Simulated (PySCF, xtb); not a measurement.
(3Z)-3,4-difluoropenta-1,3-diene (C₅H₆F₂), SMILES C=C/C(F)=C(\C)F. The values are those of a single conformer.

Harmonic wavenumbers (cm⁻¹) from GFN2-xTB (xtb) at its own minimum, in rising order: 46, 100, 147, 186, 272, 336, 352, 467, 479, 553, 676, 745, 887, 946, 994, 1013, 1026, 1080, 1209, 1232, 1294, 1395, 1402, 1444, 1462, 1655, 1692, 3001, 3018, 3088, 3097, 3116, 3149.

Question: What does PBE-D3(BJ)/def2-SVP in PySCF give at its own minimum? (An estimate is asked for; the answer gives what the named calculation found.)

Answer: 119, 157, 166, 194, 289, 347, 361, 480, 523, 565, 701, 734, 875, 940, 965, 1001, 1004, 1082, 1243, 1259, 1298, 1359, 1384, 1394, 1400, 1630, 1705, 2967, 3034, 3094, 3107, 3121, 3199. Paired by order, the mean absolute difference is 23 cm⁻¹ and the zero-point energies are 59.4 and 59.6 kcal/mol.
